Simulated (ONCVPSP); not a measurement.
# Building the ONCV potential for Ce (LDA (Perdew-Wang 92), scalar-relativistic).

- Element: Ce (Z = 58)
- Generator: ONCVPSP 4.0.1
- Type: optimised norm-conserving Vanderbilt (ONCV)
- Functional: LDA (Perdew-Wang 92)
- Relativity: scalar-relativistic
- Frozen core: [Kr] 4d10
- Valence charge: 12
- Reference configuration: 4f1 5s2 5p6 5d1 6s1.5 6p0.5
- Partial waves: 5s+6s: rc 2.50 bohr, ncon 4, nbas 9, qcut 5.8 1/bohr, 2 projectors; 5p+6p: rc 2.70 bohr, ncon 4, nbas 8, qcut 5.1 1/bohr, 2 projectors; 5d: rc 4.00 bohr, ncon 5, nbas 8, qcut 3.4 1/bohr, 2 projectors, debl 0.4 Ha; 4f: rc 1.80 bohr, ncon 4, nbas 8, qcut 9.7 1/bohr, 2 projectors, debl 2.2 Ha
- Local potential: polynomial inside 1.25 bohr (lpopt 5, dvloc0 0 Ha)
- Core correction: polynomial model core, fcfact 0.7

(1) Estimate the cutoffs (Ha) at which the residual kinetic energy of the hardest occupied pseudo-wave falls to 1 and 0.1 mHa per electron.

(2) What does a ghost test show?

(3) Which valence shell sets the plane-wave cutoff?

(4) Tests: 4f1 5s2 5p6 5d1 6s2 6p0; 4f1 5s2 5p6 5d1 6s1 6p0; 4f1 5s2 5p6 5d1 6s0 6p0; 4f1 5s2 5p6 5d1 6s1 6p1. Which has the largest error in its energy relative to the reference configuration, and how large is it?

## Answers

(1) 39 Ha and 43 Ha.

(2) Ghosts flagged at negative energy: s at -74.5 eV; GHOST(+) flagged for p at 55.7 eV, d at 74.7 eV. A true bound ghost makes a file unfit for plane-wave use.

(3) 4f: 39 Ha for 1 mHa per electron, against 10 Ha for 5s.

(4) 4f1 5s2 5p6 5d1 6s0 6p0, with -6.4 meV (all-electron minus pseudo) on +16.36 eV.
